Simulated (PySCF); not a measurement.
PBE on Ni (nickel, neutral), [Ar] 3d10, closed-shell 1S (an excited configuration). Calculation: PySCF 2.14, in Sapporo-DKH3-DZP-2012 (6s4p3d1f, 40 functions); the spin-free X2C one-electron Hamiltonian (Gaussian nucleus).

```
cycle= 1 E= -1520.15264333722  delta_E= 0.0486  |g|= 0.621  |ddm|= 0.432
cycle= 2 E= -1519.56137641277  delta_E= 0.591  |g|= 1.97  |ddm|= 0.915
cycle= 3 E= -1520.22083284078  delta_E= -0.659  |g|= 0.095  |ddm|= 0.657
cycle= 4 E= -1520.22274030915  delta_E= -0.00191  |g|= 0.0183  |ddm|= 0.0502
cycle= 5 E= -1520.22279939266  delta_E= -5.91e-05  |g|= 0.00123  |ddm|= 0.00614
cycle= 6 E= -1520.222799657  delta_E= -2.64e-07  |g|= 1.23e-05  |ddm|= 0.000434
cycle= 7 E= -1520.22279965702  delta_E= -2.41e-11  |g|= 1.56e-07  |ddm|= 4.08e-06
converged SCF energy = -1520.22279965702  <S^2> = -1.7763568e-14  2S+1 = 1
```

Highest occupied orbital energy: 0.304 eV; ⟨L²⟩ = 0.00; populations by l: s 6.00, p 12.00, d 10.00, f 0.00.

Problem. Can this result be used?

Solution. Not for this state. The calculation finished and met its thresholds. At PBE the highest occupied level has a positive energy, so only the finite basis holds that electron; for this excited configuration the basis is too tight for the outer shell.
